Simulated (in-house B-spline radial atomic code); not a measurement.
A radial electron density 4πr²n(r) was computed for an atom or ion in its tabulated ground configuration with a B-spline radial code for spherical atoms; method: non-relativistic PBEsol, spin-polarised, spherical fractional occupations. Columns: r (bohr), 4πr²n(r) (electrons per bohr), bar.

```
 0.00728   0.1902 #
 0.00848   0.2531 #
 0.00988    0.336 ##
  0.0115   0.4436 ##
  0.0134   0.5842 ###
  0.0156   0.7644 ####
  0.0182    0.998 #####
  0.0212    1.291 #######
  0.0247    1.657 ########
  0.0288    2.109 ###########
  0.0335    2.647 ##############
   0.039    3.286 #################
  0.0455    4.033 #####################
   0.053    4.855 #########################
  0.0617    5.729 #############################
  0.0719    6.615 ##################################
  0.0837    7.433 ######################################
  0.0975    8.103 #########################################
   0.114    8.531 ############################################
   0.132    8.605 ############################################
   0.154    8.274 ##########################################
    0.18    7.503 ######################################
   0.209    6.414 #################################
   0.244    5.072 ##########################
   0.284    3.752 ###################
   0.331    2.643 ##############
   0.385    1.934 ##########
   0.449     1.67 #########
   0.523    1.792 #########
   0.609    2.103 ###########
    0.71    2.367 ############
   0.827    2.386 ############
   0.963    2.098 ###########
    1.12    1.585 ########
    1.31   0.9921 #####
    1.52   0.5294 ###
    1.77   0.2263 #
    2.07  0.07369 
    2.41  0.01872 
     2.8 0.003538 
    3.27 0.0004342
```

Which atom or ion is it?
A. Ne6+
B. O4+
C. O5+
D. C4+

B. The area under the curve, ∫4πr²n dr = ∫r·4πr²n d(ln r) on this logarithmic grid, is 4 electrons; among the options with that count, the innermost peak, which lies near 1/Z bohr, picks Z = 8. The configuration is [He] 2s2.
